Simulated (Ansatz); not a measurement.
Molecule: sum formula H₁₀Si₄O, net charge 0, singlet state. 
Coordinates optimised at B3LYP-D3(BJ)/def2-TZVP (Ansatz, a program for electronic structure):
```xyz
15

O     -0.2888    -0.1770     2.0109
Si    -0.0599    -0.0316     0.3602
Si     2.2573    -0.0171     0.0097
Si    -0.9936     1.9605    -0.4772
Si    -1.0209    -1.8310    -0.8148
H     -1.1926    -0.1995     2.3369
H      2.8793    -1.2764     0.4850
H      2.8966     1.1295     0.6992
H      2.4967     0.1112    -1.4498
H     -2.4470     2.0198    -0.1721
H     -0.3460     3.1569     0.1152
H     -0.8227     2.0047    -1.9509
H     -0.8487    -1.6165    -2.2734
H     -0.3911    -3.1223    -0.4440
H     -2.4753    -1.9226    -0.5232
```

Basis-set convergence of Hartree-Fock and MP2 correlation energies (hartree) with Ansatz. Cores are frozen in the correlated levels unless marked. Spin-orbit coupling is left out. Non-relativistic.

```tsv
basis	functions	E(HF)	E(corr, MP2)
aug-cc-pV(D+d)Z	241	-1236.47808	-0.63128
aug-cc-pV(T+d)Z	496	(withheld)	(withheld)
```

Problem. Fill in the missing entries.

Solution. 
- aug-cc-pV(T+d)Z, E(HF): -1236.54485
- aug-cc-pV(T+d)Z, E(corr, MP2): -0.76366
